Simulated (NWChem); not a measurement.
Program: NWChem. System: H6Al2O2, charge 0, spin multiplicity 1, at a geometry optimised with PBE/def2-SVP. The structure started from a generated list of species. Level: MP2/def2-TZVP, 12 core orbitals frozen.

NWChem printed:

```
             Northwest Computational Chemistry Package (NWChem) 7.3.0
             --------------------------------------------------------

                                NWChem Input Module
                                -------------------

 Scaling coordinates for geometry "geometry" by  1.889725989
 (inverse scale =  0.529177249)

 Turning off AUTOSYM since
 SYMMETRY directive was detected!

                             Geometry "geometry" -> ""
                             -------------------------

 Output coordinates in angstroms (scale by  1.889725989 to convert to a.u.)

  No.       Tag          Charge          X              Y              Z
 ---- ---------------- ---------- -------------- -------------- --------------
    1 Al                  13.0000     0.00000000     0.00000000    -1.43984400
    2 Al                  13.0000     0.00000000     0.00000000     1.43984400
    3 O                    8.0000     0.06812700    -1.22497300     0.00000000
    4 H                    1.0000    -0.42267200    -2.06442000     0.00000000
    5 H                    1.0000    -1.39254300    -0.18533800    -2.20435200
    6 H                    1.0000     1.39254300     0.18533800    -2.20435200
    7 O                    8.0000    -0.06812700     1.22497300     0.00000000
    8 H                    1.0000     0.42267200     2.06442000     0.00000000
    9 H                    1.0000    -1.39254300    -0.18533800     2.20435200
   10 H                    1.0000     1.39254300     0.18533800     2.20435200

 Effective nuclear repulsion energy (a.u.)     221.4833020761

            Nuclear Dipole moment (a.u.)
            ----------------------------
        X                 Y               Z
 ---------------- ---------------- ----------------
    -0.0000000000    -0.0000000000     0.0000000000

      Symmetry information
      --------------------

 Group name             C2h
 Group number             21
 Group order               4
 No. of unique centers     4

      Symmetry unique atoms

     1    3    4    5


 Summary of "ao basis" -> "" (spherical)
 ------------------------------------------------------------------------------
       Tag                 Description            Shells   Functions and Types
 ---------------- ------------------------------  ------  ---------------------
 *                         def2-tzvp                  on all atoms

 Summary of "ao basis" -> "ao basis" (spherical)
 ------------------------------------------------------------------------------
       Tag                 Description            Shells   Functions and Types
 ---------------- ------------------------------  ------  ---------------------
 Al                        def2-tzvp                13       37   5s5p2d1f
 O                         def2-tzvp                11       31   5s3p2d1f
 H                         def2-tzvp                 4        6   3s1p

                                 NWChem SCF Module
                                 -----------------

  ao basis        = "ao basis"
  functions       =   172
  atoms           =    10
  closed shells   =    24
  open shells     =     0
  charge          =   0.00
  wavefunction    = RHF
  use symmetry    = T
  symmetry adapt  = T

 Summary of "ao basis" -> "ao basis" (spherical)
 ------------------------------------------------------------------------------
       Tag                 Description            Shells   Functions and Types
 ---------------- ------------------------------  ------  ---------------------
 Al                        def2-tzvp                13       37   5s5p2d1f
 O                         def2-tzvp                11       31   5s3p2d1f
 H                         def2-tzvp                 4        6   3s1p

      Symmetry analysis of basis
      --------------------------

        ag         51
        au         36
        bg         35
        bu         50

 Forming initial guess at       0.1s

      Superposition of Atomic Density Guess
      -------------------------------------

 Sum of atomic energies:        -636.31711746

      Non-variational initial energy
      ------------------------------

 Total energy =    -637.330002
 1-e energy   =   -1322.979793
[...]
  ----- ------------  ---------------      ----- ------------  ---------------
    15      0.214519   1 Al px               52     -0.214519   2 Al px
   113     -0.165789   5 H  s               119      0.165789   6 H  s
   162      0.165789   9 H  s               168     -0.165789  10 H  s

 Vector   24  Occ=2.000000D+00  E=-4.074858D-01  Symmetry=bu
              MO Center=  1.3D-14, -1.6D-14,  5.2D-15, r^2= 6.8D+00
   Bfn.  Coefficient  Atom+Function         Bfn.  Coefficient  Atom+Function
  ----- ------------  ---------------      ----- ------------  ---------------
    15      0.200322   1 Al px               52      0.200322   2 Al px
   113     -0.158529   5 H  s               119      0.158529   6 H  s
   162     -0.158529   9 H  s               168      0.158529  10 H  s

 Vector   25  Occ=0.000000D+00  E= 7.644081D-02  Symmetry=bu
              MO Center=  2.2D-14, -1.6D-13, -1.3D-14, r^2= 9.1D+00
   Bfn.  Coefficient  Atom+Function         Bfn.  Coefficient  Atom+Function
  ----- ------------  ---------------      ----- ------------  ---------------
    19      0.679625   1 Al py               56      0.679625   2 Al py
    79      0.566840   3 O  s               128     -0.566840   7 O  s
   108     -0.152212   4 H  s               157      0.152212   8 H  s

 Vector   26  Occ=0.000000D+00  E= 1.124281D-01  Symmetry=ag
              MO Center= -4.5D-15, -4.1D-15, -3.0D-17, r^2= 8.6D+00
   Bfn.  Coefficient  Atom+Function         Bfn.  Coefficient  Atom+Function
  ----- ------------  ---------------      ----- ------------  ---------------
    79      1.031440   3 O  s               128      1.031440   7 O  s
    20     -0.699018   1 Al pz               57      0.699018   2 Al pz
   108     -0.674093   4 H  s               157     -0.674093   8 H  s
   114     -0.213355   5 H  s               120     -0.213355   6 H  s
   163     -0.213355   9 H  s               169     -0.213355  10 H  s

 Vector   27  Occ=0.000000D+00  E= 1.138064D-01  Symmetry=bg
              MO Center= -1.7D-17,  2.0D-16,  1.7D-15, r^2= 1.1D+01
   Bfn.  Coefficient  Atom+Function         Bfn.  Coefficient  Atom+Function
  ----- ------------  ---------------      ----- ------------  ---------------
    19      1.196823   1 Al py               56     -1.196823   2 Al py
    88     -0.388074   3 O  pz              137      0.388074   7 O  pz
    27      0.175583   1 Al d -1             64      0.175583   2 Al d -1

 center of mass
 --------------
 x =   0.00000000 y =   0.00000000 z =   0.00000000

 moments of inertia (a.u.)
 ------------------
         672.052174622054          -0.462715772934           0.000000000000
          -0.462715772934         499.193136925128           0.000000000000
           0.000000000000           0.000000000000         232.324210247202

  Mulliken analysis of the total density
  --------------------------------------

    Atom       Charge   Shell Charges
 -----------   ------   -------------------------------------------------------
    1 Al  13    12.38   2.00  0.65  1.33  0.64  0.22  2.92  2.28  0.82  0.88  0.22  0.20  0.14  0.08
    2 Al  13    12.38   2.00  0.65  1.33  0.64  0.22  2.92  2.28  0.82  0.88  0.22  0.20  0.14  0.08
    3 O    8     8.66   0.79  1.18  0.54  0.97  0.24  1.87  2.15  0.91  0.00  0.01  0.00
    4 H    1     0.63   0.24  0.32  0.02  0.05
    5 H    1     1.16   0.23  0.57  0.36  0.01
    6 H    1     1.16   0.23  0.57  0.36  0.01
    7 O    8     8.66   0.79  1.18  0.54  0.97  0.24  1.87  2.15  0.91  0.00  0.01  0.00
    8 H    1     0.63   0.24  0.32  0.02  0.05
    9 H    1     1.16   0.23  0.57  0.36  0.01
   10 H    1     1.16   0.23  0.57  0.36  0.01

       Multipole analysis of the density wrt the origin
       ------------------------------------------------

     L   x y z        total         open         nuclear
     -   - - -        -----         ----         -------
     0   0 0 0     -0.000000      0.000000     48.000000

     1   1 0 0      0.000000      0.000000     -0.000000
     1   0 1 0     -0.000000      0.000000     -0.000000
     1   0 0 1     -0.000000      0.000000      0.000000

     2   2 0 0    -35.284635      0.000000     29.240831
     2   1 1 0      1.956983      0.000000      5.150367
     2   1 0 1      0.000000      0.000000      0.000000
     2   0 2 0    -20.718571      0.000000    116.666679
     2   0 1 1     -0.000000      0.000000      0.000000
     2   0 0 2    -36.286640      0.000000    261.896823

                   NWChem MP2 Semi-direct Energy/Gradient Module
                   ---------------------------------------------

  Basis functions       =    172
  Molecular orbitals    =    172
  Frozen core           =     12
  Frozen virtuals       =      0
  Active alpha occupied =     12
  Active beta occupied  =     12
  Active alpha virtual  =    148
  Active beta virtual   =    148
  Use MO symmetry       = T
  Use skeleton AO sym   = T

  AO/Fock/Back tols     =   1.0D-09  1.0D-09  1.0D-09

 GA uses MA = F    GA memory limited = T

 Available:
  local mem=  1.26D+08
 global mem=  1.44D+08
 local disk=  0.00D+00
  mp2_memr nvloc                   148
  nvloc new                   148
   1 passes of  12:        5242880                     149115                  86997514.
   1 passes of  12: M    126147850           G      144120032           F     120904970.

 Semi-direct pass number   1 of   1  for RHF alpha+beta  at        5.5s
  vrange nnbf                 14399
  mp2_eaftype                   331  avail_ma_in_mb                  1099
 EAF : mp2_eaftype filesize         331   43498757.
  mp2_eaf for mointskh                    331
Node 0 wrote    204.6 Mb in      0.2 s     Agg I/O rate:   854.1 Mb/s
 Done moints_semi at       16.6s
  mp2_eaftype                   331  avail_ma_in_mb                   768
 EAF : mp2_eaftype filesize         331   43498757.
  mp2_eaf for kh                   331
 Done maket at       17.0s
 Done multipass loop at       17.0s

          -------------------------------------------
          SCF energy                -637.307915404295
          Correlation energy          -0.649635550316
          Singlet pairs               -0.431344853279
          Triplet pairs               -0.218290697037
          Total MP2 energy          -637.957550954611
          -------------------------------------------

          ---------------------------------------------------
                    Spin Component Scaled (SCS) MP2
          Same spin pairs                     -0.145527131358
          Same spin scaling factor             0.333333333333
          Opposite spin pairs                 -0.504108418958
          Opposite spin scaling fact.          1.200000000000
          SCS-MP2 correlation energy          -0.653439146536
          Total SCS-MP2 energy              -637.961354550830
          ---------------------------------------------------

 -----------------------
 Performance information
 -----------------------

 Timer overhead =  9.60D-08 seconds/call

               Nr. of calls         CPU time (s)                 Wall time (s)                GFlops
             ---------------    -------------------     ------------------------------   -------------------
Name         Min   Avg   Max    Min     Avg     Max     Min     Avg     Max   Mx/calls   Min     Max     Sum
mp2: moin     1     1     1    11.     11.     11.      11.     11.     11.     11.      0.0     0.0     0.0
mp2: make     1     1     1   0.45    0.45    0.45     0.45    0.45    0.45    0.45      0.0     0.0     0.0
mp2: tota     1     1     1    12.     12.     12.      12.     12.     12.     12.      0.0     0.0     0.0

 The average no. of pstat calls per process was 3.00D+00
 with a timing overhead of 2.88D-07s

 Task  times  cpu:       17.0s     wall:       17.0s

 Total times  cpu:       17.0s     wall:       17.0s
```

Question: Write an NWChem input that would produce this output.

Answer: One answer among several that fit: 
```
start mol
memory heap 200 mb stack 900 mb global 1100 mb
geometry units angstroms nocenter noautoz
  Al     0.000000     0.000000    -1.439844
  Al     0.000000     0.000000     1.439844
  O      0.068127    -1.224973     0.000000
  H     -0.422672    -2.064420     0.000000
  H     -1.392543    -0.185338    -2.204352
  H      1.392543     0.185338    -2.204352
  O     -0.068127     1.224973     0.000000
  H      0.422672     2.064420     0.000000
  H     -1.392543    -0.185338     2.204352
  H      1.392543     0.185338     2.204352
  symmetry group C2h
end
basis spherical
  * library def2-tzvp
end
scf
  rhf
  nopen 0
  maxiter 100
  thresh 1e-7
  semidirect memsize 60000000 filesize 0
end
mp2
  freeze core 12
end
task mp2 energy
```
